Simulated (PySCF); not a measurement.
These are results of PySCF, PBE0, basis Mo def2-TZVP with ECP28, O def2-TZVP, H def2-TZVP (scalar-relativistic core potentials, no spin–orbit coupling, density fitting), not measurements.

```xyz
6
charge 0 multiplicity 1, angstrom
Mo    0.0468    0.0501   -0.1950
O    -0.2187   -0.2384    1.4007
H     1.4308   -0.7463   -0.8045
H    -0.8016    1.4111   -0.7858
H    -1.4276   -0.3088   -0.8537
H    -0.2673   -1.4302   -0.8634
```

H4MoO (singlet), along the line from Mo1 (at 0) through O2 (at 1.643 Å). Core electrons replaced by a potential are absent, the electrostatic potential uses the reduced nuclear charge, and values within about 0.7 Å of such atoms have no physical meaning.

Problem. Tabulate the fields along this line at 0.82, 0.99, 1.15, 1.31, 1.48, 1.73, 1.89, 2.05, 2.22, 2.38, 2.55 Å.

Solution. 
```
distance (Å)  electron density (e/Å³)  electron localisation function  electrostatic potential (V)
        0.82                     2.11                           0.399                           36
        0.99                     2.32                           0.618                         27.6
        1.15                     3.72                           0.791                         41.2
        1.31                     6.21                           0.538                          103
        1.48                     22.5                           0.259                          354
        1.73                      184                           0.992                          940
        1.89                     8.54                           0.182                          178
        2.05                     4.48                           0.827                         56.4
        2.22                     2.07                           0.891                         19.3
        2.38                    0.877                           0.875                         6.36
        2.55                    0.368                           0.819                         1.62
```

Stability towards spin polarisation was not tested.
